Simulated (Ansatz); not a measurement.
CH$_{3}$Cd (SMILES [CH3][Cd+]), charge +1, singlet, geometry from GFN2-xTB (such geometries of metal compounds can be far from the true shape) (core potentials on Cd); R2SCAN/def2-SVP (Ansatz, a first-principles code).

Input for Ansatz:
Ansatz 0.2 input:
```yaml
crystal:
  periodic: [false, false, false]
  atoms:
    - {symbol: Cd, position_ang: [-0.24990741, -0.15685804, -0.19594938]}
    - {symbol: C, position_ang: [1.26333355, 0.79294976, 0.99056455]}
    - {symbol: H, position_ang: [1.79956127, -0.02050473, 1.49205259]}
    - {symbol: H, position_ang: [0.72593198, 1.44551340, 1.68777248]}
    - {symbol: H, position_ang: [1.89006125, 1.34647864, 0.28235779]}
basis:
  gaussian:
    orbitals: def2-SVP
hamiltonian:
  xc: r2scan
total_charge: 1
```

It wrote (shortened):

```
Functional definition: r2SCAN
640 factors; their error is unknown
mean field evaluation 1: about -5620.2614 eV, gradient 8.7e1 eV
mean field evaluation 2: about -5482.3223 eV, gradient 1.8e2 eV
mean field evaluation 4: about -5641.5910 eV, gradient 1.0e1 eV
mean field evaluation 8: about -5641.8246 eV, gradient 2.8e-2 eV
mean field evaluation 16: about -5641.8071 eV, gradient 2.1e-5 eV
mean field -5641.80713836 eV, -207.3325881806 hartree, gradient 2.1e-5 eV, S^2 0.000000; 0 other end points of the search recorded, 0 dependent functions left out
reference -5641.80715070 eV, -207.3325886341 hartree; 14, 14 occupied and 46, 46 virtual orbitals, 640 factors
Total energy: -5641.80715070 eV, -207.3325886341 hartree
```
